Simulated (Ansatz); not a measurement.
One change: `C[SiH](F)PN` becomes `BO[SiH](C)F`.

Ansatz, PBE0-D4/def2-TZVP geometries, multiplicity 1. Each molecule was computed in one conformer, which needn't be the lowest.

```json
{"property": "HOMO energy (PBE/def2-TZVPP) / eV", "`C[SiH](F)PN`": "-5.90"}
{"property": "HOMO–LUMO gap (PBE0/def2-TZVPP) / eV", "`C[SiH](F)PN`": "6.79"}
{"property": "HOMO–LUMO gap (ωB97M-V/def2-TZVPP) / eV", "`C[SiH](F)PN`": "10.66"}
{"property": "size of the dipole moment (B3LYP/def2-TZVPP) / D", "`C[SiH](F)PN`": "0.88"}
{"property": "size of the dipole moment (PBE/def2-TZVPP) / D", "`C[SiH](F)PN`": "0.86"}
{"property": "LUMO energy (PBE0/def2-TZVPP) / eV", "`C[SiH](F)PN`": "-0.28"}
```

Task: Give the same properties after the change, and the shifts. (Best estimate.)

Result: Ansatz gave: 
| property | `BO[SiH](C)F` | shift |
| --- | --- | --- |
| HOMO energy (PBE/def2-TZVPP) / eV | -7.06 | -1.16 |
| HOMO–LUMO gap (PBE0/def2-TZVPP) / eV | 7.82 | 1.03 |
| HOMO–LUMO gap (ωB97M-V/def2-TZVPP) / eV | 12.07 | 1.41 |
| size of the dipole moment (B3LYP/def2-TZVPP) / D | 1.86 | 0.98 |
| size of the dipole moment (PBE/def2-TZVPP) / D | 1.88 | 1.02 |
| LUMO energy (PBE0/def2-TZVPP) / eV | -0.72 | -0.44 |

With PBE0 the HOMO falls by 1.48 eV and the LUMO falls by 0.44 eV, so the gap widens by about 1.04 eV. PBE moves the HOMO by -1.16 eV and ωB97M-V by -1.72 eV. Dipoles are sizes alone; their direction can turn.

B3LYP here is the variant with VWN-RPA as its local correlation; programs differ in this.
